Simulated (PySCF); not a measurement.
From MP2 to CCSD(T): MSr along the third period

MP2 and CCSD(T) in PySCF with def2-SVPD on every atom (core potentials on Sr), for the lowest determinant that a PBE0 search found; no spin–orbit coupling.

| molecule | state (unpaired electrons) | MP2 Re (Å) | MP2 ωe (cm⁻¹) | MP2 De (eV) | CCSD(T) Re (Å) | CCSD(T) ωe (cm⁻¹) | CCSD(T) De (eV) |
| --- | --- | --- | --- | --- | --- | --- | --- |
| NaSr | doublet (σ ↑) | 4.172 | 47.4 | 0.10 | 3.957 | 73.3 | 0.17 |
| SrMg | singlet (closed shell) | 4.398 | 40.7 | 0.09 | 4.344 | 41.8 | 0.09 |
| SrS | singlet (closed shell) | 2.514 | 365 | 3.08 | 2.537 | 350 | 2.87 |
| SrCl | doublet (σ ↑) | 2.650 | 297 | 4.33 | ? | ? | ? |

Problem. Estimate the CCSD(T) values of SrCl by adding the mean shift from MP2 to CCSD(T) of the other rows, and compare with the calculation.

Solution. The mean shifts are -8.2 pm, +4 cm⁻¹ and -0.05 eV, which give 2.568 Å, 301 cm⁻¹ and 4.28 eV. CCSD(T)/def2-SVPD gives Re = 2.654 Å, ωe = 295 cm⁻¹, De = 4.09 eV.

Problem. What are the mean differences of MP2 from CCSD(T) over the whole series?

Solution. Re +6.0 pm, ωe -2 cm⁻¹, De +0.10 eV.

In a basis of this size CCSD(T) is itself not converged; it tends to give bonds that are too long and too weak.

Correlated steps freeze the inner cores (1 to 5 orbitals); shallow outer-core shells are correlated. UHF and ROHF references stand side by side, which adds small steps between rows. Weak bonds: NaSr, SrMg. Basis-set superposition, not corrected here, can be much of De in a small basis, most of all at correlated wavefunction levels. Spin–orbit coupling is left out. Where the molecule has an RHF reference, its open-shell atoms are computed with UHF. The CCSD T1 diagnostic is raised in SrS, a sign that a single reference may not be enough there. States were picked by a PBE0 search and need not be the measured ground states.
